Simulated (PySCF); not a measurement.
Pt²⁺: excitation energy

Pt²⁺ [Xe] 4f14 5d8 (3F) → Pt²⁺ [Xe] 4f14 5d7 6s1 (5F), as a difference of total energies. Computed with PySCF 2.14 in aug-cc-pwCVDZ-PP with ECP60MDF (6s6p5d3f, 70 functions), with scalar relativity through the core potential. Correlated levels: valence: 5s2 5p6 frozen; valence and next inner shell: nothing frozen outside the core potential. The calculations carry no spin-orbit coupling.

| method | excitation energy (eV) |
| --- | --- |
| UHF | 2.495 |
| LDA | 2.637 |
| PBE | 2.685 |
| PBE0 | 2.802 |
| r2SCAN | 2.540 |
| M06 | 3.117 |
| r2SCAN0 | 2.664 |
| B3LYP | 2.844 |
| CAM-B3LYP | 2.893 |
| MP2 (valence) | 2.905 |
| SCS-MP2 (valence) | 3.247 |
| MP2 (valence and next inner shell) | 2.485 |
| SCS-MP2 (valence and next inner shell) | 2.735 |
